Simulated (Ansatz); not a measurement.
Reaction (hydrogen abstraction from a Ga–H bond): `C[O][GaH][CH3]` + `[CH3]`• → `C[O][Ga][CH3]`• + CH₄

Computed with Ansatz on PBE0-D4/def2-TZVP structures; ΔE is electronic, products minus reactants. CBS: MP2 limit from def2 TZ/QZ plus the TZ coupled-cluster correction, frozen cores. This one scheme is used for every species. DFT in def2-TZVPP. Open shells (•) are unrestricted, without spin–orbit coupling. For Ga outer-core shells are correlated without core-valence functions, which leaves a few kJ/mol of doubt a bond. Scalar relativity is left out up to krypton. Each species was taken in one conformer, which may not be the lowest.

`C[O][GaH][CH3]`:

Z-matrix (Å, degrees):
```
C
O 1 1.399
H 1 1.097 2 110.2
H 1 1.097 2 110.2 3 -118.6
H 1 1.099 2 113.5 3 120.7
Ga 2 1.790 1 124.2 3 -120.6
C 6 1.962 2 117.5 1 -0.0
H 6 1.559 2 112.0 1 -180.0
H 7 1.090 6 111.4 2 178.9
H 7 1.093 6 110.4 2 -60.5
H 7 1.093 6 110.5 2 58.2
```

`[CH3]`•:

```xyz
4

C     0.000    0.000    0.000
H     0.695   -0.182    0.806
H     0.162   -0.455   -0.966
H    -0.857    0.637    0.160
```

`C[O][Ga][CH3]`•:

Z-matrix (Å, degrees):
```
C
O 1 1.399
H 1 1.098 2 113.2
H 1 1.096 2 110.1 3 -120.6
H 1 1.096 2 110.2 3 120.7
Ga 2 1.800 1 128.5 3 -1.3
C 6 1.999 2 112.2 1 -179.3
H 7 1.090 6 110.5 2 -130.9
H 7 1.091 6 109.3 2 109.2
H 7 1.091 6 107.5 2 -10.2
```

CH₄:

Cartesian coordinates in Å:
```
C 0.000 0.000 0.000
H 0.520 0.763 -0.579
H 0.677 -0.831 0.197
H -0.861 -0.358 -0.563
H -0.335 0.427 0.945
```

```tsv
level	ΔE (kJ/mol)	difference from CCSD(T)/CBS
PBE0-D4	-125.0	-10.9
BHLYP-D4	-113.5	0.6
ωB97M-V	-123.8	-9.7
B2PLYP	-124.2	-10.1
revPBE	-136.3	-22.2
r2SCAN	-117.8	-3.7
r2SCANh	-115.9	-1.8
r2SCAN0	-113.4	0.7
BHLYP	-116.3	-2.2
CAM-B3LYP	-121.3	-7.2
HF/def2-SVP	-91.6	22.5
CCSD/def2-SVP	-115.6	-1.5
MP2/def2-TZVPP	-120.6	-6.5
CCSD/def2-TZVPP	-110.2	3.9
CCSD(T)/def2-TZVPP	-114.3	-0.2
MP2/def2-QZVPP	-120.5	-6.4
CCSD(T)/CBS	-114.1	0
```

(1) What do rigid-rotor, harmonic-oscillator terms from PBE0-D4/def2-TZVP frequencies (298.15 K, 1 bar) make of the CCSD(T)/CBS value? (An estimate is asked.)

Largest T1 diagnostic among the species: 0.016.

Answers

(1) The calculation gave: ΔZPE = +18.7 kJ/mol, ΔH = -96.1 kJ/mol, ΔS = 5 J/(mol·K), ΔG = -97.4 kJ/mol. Open shells count their whole term as degenerate. Modes under 50 cm⁻¹ make the entropy rough.

Leaving LDA and LC-ωPBE aside and taking each functional with its dispersion term where it has one, the values, not all of them listed here, spread over 23.3 kJ/mol, from PBE-D4 to r2SCAN0-D4. LDA lies −10.2 kJ/mol from PBE without D4. At CCSD(T), def2-SVP lies −5.1 kJ/mol from the extrapolated value and def2-TZVPP −0.2 kJ/mol.
